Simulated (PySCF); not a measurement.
An element was calculated at r2SCAN (PySCF 2.14, spin-free X2C, a triple-zeta basis, no spin-orbit coupling), in the ground configurations that NIST lists.

| Quantity | Value |
| --- | --- |
| first ionisation energy | 9.171 eV |
| second ionisation energy | 16.640 eV |
| third ionisation energy | 24.814 eV |

**Question.** Which element is it?

**Answer.** Antimony (Sb, Z = 51), in x2c-TZVPall. NIST lists 8.608, 16.626 ± 0.025, 25.323 eV for these ionisation energies.
